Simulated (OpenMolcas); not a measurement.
neutral germanium: effect of the active space

```
Program             : OpenMolcas 26.06
Method              : SS-CASPT2 or its RAS form, IPEA 0.25 Eh, imaginary shift 0.1 Eh
Basis               : ANO-RCC-VTZP
Scalar Hamiltonian  : DKH2, point nucleus
Spin-orbit coupling : state interaction with AMFI integrals over the reference wave functions, term energies averaged over their components
```

A. 2 electrons in 3 orbitals (4p); 2S+1 = 3 even, 3 roots; 2S+1 = 1 even, 6 roots; closed shells correlated: 3d 4s; CASPT2 step about 0.7 core-seconds
B. 4 electrons in 4 orbitals (4s 4p); 2S+1 = 3 even, 3 roots; 2S+1 = 1 even, 6 roots; 2S+1 = 5 odd, 1 root; 2S+1 = 3 odd, 5 roots; closed shells correlated: 3d; CASPT2 step of the order of 1.6 core-seconds
C. 4 electrons in 8 orbitals (4s 4p 5s 5p); 2S+1 = 3 even, 3 roots; 2S+1 = 1 even, 6 roots; 2S+1 = 5 odd, 1 root; 2S+1 = 3 odd, 5 roots; closed shells correlated: 3d; CASPT2 step roughly 3 core-seconds
D. 4 electrons in 9 orbitals (RAS2 4s 4p; RAS3 4d, at most 2 electrons); 2S+1 = 3 even, 3 roots; 2S+1 = 1 even, 6 roots; 2S+1 = 5 odd, 1 root; 2S+1 = 3 odd, 5 roots; closed shells correlated: 3d; CASPT2 step roughly 6 core-seconds

Energies in cm-1 above 4s2 4p2 3P0, the measured ground level; measured values from NIST Handbook of Basic Atomic Spectroscopic Data.

```tsv
Level	A	B	C	D	Measured
4s2 4p2 3P0	0.0	0.0	0.0	0.0	0.0
4s2 4p2 3P1	486	491	458	493	557
4s2 4p2 3P2	1267	1264	1192	1283	1410
4s2 4p2 1D2	8520	8240	8580	9010	7125
4s2 4p2 1S0	18660	17720	18010	18950	16367
```

Deviations, from unrounded energies. A percentage is the sum of absolute deviations over the sum of measured energies, with the sign that they share, or ± where signs differ.

| Against measurement | Levels | A | B | C | D |
| --- | --- | --- | --- | --- | --- |
| mean absolute deviation (cm-1) | 4 | 970 | 670 | 850 | 1200 |
| fine structure of the ground term (%) | 2 | -10.8 | -10.8 | -16.1 | -9.7 |
| other terms of the ground configuration (%) | 2 | +15.7 | +10.5 | +13.2 | +19.0 |

B lies closest to measurement on these levels and D furthest from it. The largest miss of B in the table is 4s2 4p2 1S0, by +1400 cm-1. The ranking rests on the paired levels alone, and a cruder setting can come out closer through cancelling errors.

Among A to D the level of the table that moves most is 4s2 4p2 1S0, by 1200 cm-1 (lowest in B, highest in D). Moves below CASPT2's spread within the term are not significant.

CASPT2 does not keep the components of a term degenerate, so their means are used; among the terms shown or strongly mixed into the levels shown the widest spread is 91 cm-1 (4s2 4p2 1D, A). Over all roots computed the reference weight is 0.90 to 0.96 in B, 0.90 to 0.96 in C; the roots of lowest weight are the least certain, and an intruder state may touch them. Some terms miss by over 15 % even with CASPT2, which points to a basis or an active space too small for the shells correlated. With the s shell closed, the reference lacks s² → p² mixing (holds for A). Active for correlation alone: 5p 5s; no level in the range computed is led by a configuration that fills them, so any true level of that kind is missing (holds for C). Active for correlation alone: 4d; no level in the range computed is led by a configuration that fills it, so any true level of that kind is missing (holds for D). Computed and measured levels are paired by configuration, term and J; levels that our copy of the source lacks, or whose pairing is in doubt (as where it misses far off the trend of its configuration), stay unpaired and out of the deviations. Levels of configurations outside the active space are missing. The table leaves out levels that lie high or whose names do not pair safely across all columns.
